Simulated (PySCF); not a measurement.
# Polarisability and C₆ of Bi (bismuth, neutral)

[Xe] 4f14 5d10 6s2 6p3, high-spin 4S determinant. Calculation: PySCF 2.14, in aug-cc-pwCVTZ-DK3 (11s10p8d5f1g, 125 functions); scalar relativity by spin-free X2C-1e. Coupled (time-dependent) response in atomic units; α is the mean over directions.

```csv
method,mean α (bohr³),C₆ (like pair),S(−4)
PBE,54.97,667.8,930.4
```

S(−4) is the Cauchy moment in α(ω) = α(0) + S(−4) ω² + …

Reference α: 48 ± 4 bohr³ (recommended; Schwerdtfeger and Nagle, table of static dipole polarizabilities (2023 update)). Published C₆: 513.0 (Gould and Bucko (2016)).

α(iu) at PBE:

```
u (hartree)  α(iu) (bohr³)
          0          54.97
     0.0500          52.78
      0.100          47.43
      0.200          35.17
      0.300          25.86
      0.500          15.42
      0.750          9.585
       1.00          6.739
       1.50          4.066
       2.00          2.808
       3.00          1.608
       5.00         0.7338
```

A single London oscillator, α(iu) = α/(1 + u²/ω²), gives C₆ = (3/4) ω α². Matching the computed C₆ needs ω = 4 × 667.8 / (3 × 54.97²) = 0.295 hartree.

Spin-orbit coupling, which splits the p, d and f shells strongly at this Z, is absent. Spin-orbit coupling is strong in this species (close to jj coupling), so the high-spin LS determinant is a model state, not a physical level.
